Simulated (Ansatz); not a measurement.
# Reading a saddle point

A first-order saddle point of AlN2H9O, singlet, PBE0-D4/def2-TZVP, with one imaginary mode of 517i cm⁻¹:

| atom | x (Å) | y (Å) | z (Å) |
| --- | --- | --- | --- |
| Al1 | -1.1868 | 0.2239 | -1.0178 |
| O2 | 0.3738 | -0.7891 | -1.2187 |
| H3 | -1.1522 | 1.3844 | -2.1218 |
| H4 | -2.3702 | -0.8652 | -1.0526 |
| H5 | 0.7026 | 0.2512 | 1.1056 |
| N6 | -0.8843 | 0.9245 | 0.7060 |
| H7 | 1.0786 | -0.7356 | -0.2263 |
| N8 | 1.5418 | -0.3718 | 0.8907 |
| H9 | 0.2945 | -1.6466 | -1.6384 |
| H10 | -0.8848 | 1.9373 | 0.7433 |
| H11 | -1.5533 | 0.6181 | 1.4032 |
| H12 | 1.6439 | -1.0990 | 1.5870 |
| H13 | 2.3964 | 0.1680 | 0.8399 |

Program: Ansatz 0.2.0. Basis: def2-TZVPP and def2-QZVPP. Cores are frozen in the correlated methods. Extrapolation: Hartree–Fock as exp(−7.88 √X), correlation as X^−2.97.

Question: Which contacts change along the imaginary mode, and what lies on either side? (A judgement: the text doesn't fix the answer.)

Answer: The calculation gives: The step is AlH₃O ([OH][AlH2]) + NH₃ + NH₃ → AlNH₄ ([NH2][AlH2]) + H₂O + NH₃ (still joined by a long Al–O bond), with the molecules in contact on both sides. Shortening one way: O2–H7, H5–N8; lengthening the same way: Al1–O2, H5–N6, H7–N8.
```csv
pair,one side (Å),saddle (Å),other side (Å)
O2–H7,2.01,1.22,1.06
H5–N8,1.88,1.07,1.04
Al1–O2,1.75,1.87,1.93
H5–N6,1.04,1.77,1.99
H7–N8,1.02,1.26,1.52
```

Question: Which side is lower, and how far does the saddle lie above each? (To be estimated.)

Answer: The calculation gives: The side with Al1–O2, H5–N6, H7–N8 short is lower by 16.52 kcal/mol; the saddle lies 18.81 kcal/mol above it and 2.29 kcal/mol above the other (CCSD(T) at an estimated basis limit (MP2 extrapolated from triple and quadruple zeta, plus CCSD(T) − MP2 in triple zeta); electronic energies).

The T1 diagnostic stays at or below 0.010.

Labels in which every atom is bracketed show which atoms are joined, not bond orders.

For scale, one of the runs: CCSD(T)/def2-TZVPP, 261 basis functions, launched by `ansatz run in.yaml --threads 4 --pin off --events-out ev --progress --plain --max-ram 9574MiB`. Hardware: 4 CPU threads of an Arm Neoverse V2, shared host. Wall time 2.4 min; peak host memory 6.3 GiB.
